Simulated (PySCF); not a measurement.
**Computed structure and properties of [PbH3(NH3)]+**

System: [PbH3(NH3)]+ (singlet); start: template (C3v). Method: PySCF 2.14.0, RKS PBE0, Pb def2-SVP with ECP60, H def2-SVP, N def2-SVP; non-relativistic Hamiltonian with scalar-relativistic core potentials where named; density fitting; no spin-orbit coupling.

Input of the relaxation:

```python
mol = gto.M(atom='''
Pb     0.09472    -0.09472     0.09472
H      1.20322     1.01378     1.20322
H     -1.01378    -1.20322     1.20322
H      1.20322    -1.20322    -1.01378
N     -1.19858     1.19858    -1.19858
H     -1.81168     1.81168    -0.66148
H     -0.66148     1.81168    -1.81168
H     -1.81168     0.66148    -1.81168''',
    basis={'Pb': 'def2-SVP', 'H': 'def2-SVP', 'N': 'def2-SVP'},
    ecp={'Pb': 'def2-SVP'},
    charge=1, spin=0)
mf = dft.RKS(mol, xc='PBE0')
mf.grids.atom_grid = (50, 194)
mf = mf.density_fit()  # fitting sets: Pb def2-universal-JKFIT, H def2-universal-JKFIT, N def2-universal-JKFIT
mf.conv_tol = 1e-08; mf.max_cycle = 55
mf.kernel(dm0)  # dm0: converged density of the start geometry
# quasi-Newton relaxation in Cartesian coordinates to a largest gradient under 0.00045 Eh/bohr, steps kept in the point group
```

Run from Python with OMP_NUM_THREADS=2; the lines above give its settings. Where DIIS fails, smearing, a level shift and second-order steps follow.
It took 10 s on 2 threads of Arm Neoverse V2, with other jobs on the host, from the converged density of the start.

Course of the relaxation:

| step | energy above end (eV) | largest force component within the symmetry (eV/Å) |
| --- | --- | --- |
| 0 | 0.8794 | 2.264 |
| 1 | 0.2987 | 1.200 |
| 2 | 0.0292 | 0.236 |
| 3 | 0.0012 | 0.071 |
| 4 | 0.0000 | 0.010 |
| 5 | 0.0000 | 0.009 |

Relaxed geometry (C3v):

```xyz
8

Pb    0.2325   -0.2325    0.2325
H     1.0483    1.0659    1.0483
H    -1.0659   -1.0483    1.0483
H     1.0483   -1.0483   -1.0659
N    -1.1474    1.1474   -1.1474
H    -1.7578    1.7578   -0.5962
H    -0.5962    1.7578   -1.7578
H    -1.7578    0.5962   -1.7578
```

```json
{"contact": "Pb1–H2 (H)", "Å": "1.737"}
{"contact": "Pb1–H3 (H)", "Å": "1.737"}
{"contact": "Pb1–H4 (H)", "Å": "1.737"}
{"contact": "Pb1–N5 (NH3)", "Å": "2.390"}
```

On the finer grid (75, 302):

```
HOMO                                                          : -14.36 eV
LUMO                                                          : -6.01 eV
Dipole about the centre of mass                               : 5.01 D
Set of Mulliken populations of Pb1 outside the core potential : s 3.49, p 7.91, d 10.06
D3(BJ) dispersion energy (not in the energies)                : -0.108 eV
```

```csv
atom,Mulliken (e),Löwdin (e),spin (e)
Pb1,0.54,0.62,0.00
H2,0.04,-0.01,0.00
H3,0.04,-0.01,0.00
H4,0.04,-0.01,0.00
N5,-0.27,0.04,0.00
H6,0.20,0.12,0.00
H7,0.20,0.12,0.00
H8,0.20,0.12,0.00
```

On the grid (50, 194), as all that follows. Harmonic modes: a minimum; lowest 119 cm⁻¹ (negative: unstable), highest 3588 cm⁻¹, zero-point energy 1.585 eV.

Taking off one H (charge -1, singlet; the rest: singlet) in vacuum, both parts rigid, costs 17.56 eV; the small basis without counterpoise inflates it. Most of it is the attraction of opposite charges; other ways to part are cheaper, and one spin state was tried for the rest.

Rigid scan of H along the line from its metal:

```csv
distance to H2 (Å),energy (eV)
1.44,0.962
1.54,0.367
1.64,0.080
1.74,0.000
1.84,0.061
1.94,0.216
2.14,0.683
2.44,1.515
2.84,2.545
3.34,3.508
```

Taking off one NH3 (charge 0, singlet; the rest: singlet) in vacuum, both parts rigid, costs 2.38 eV; the small basis without counterpoise inflates it.

Rigid scan of NH3 along the line from its metal:

```
distance to N5 (Å)  energy (eV)
              2.09        0.502
              2.19        0.190
              2.29        0.040
              2.39        0.000
              2.49        0.033
              2.59        0.112
              2.79        0.342
              3.09        0.728
              3.49        1.174
              3.99        1.579
```

One start shape was tried, so this needn't be the lowest isomer.
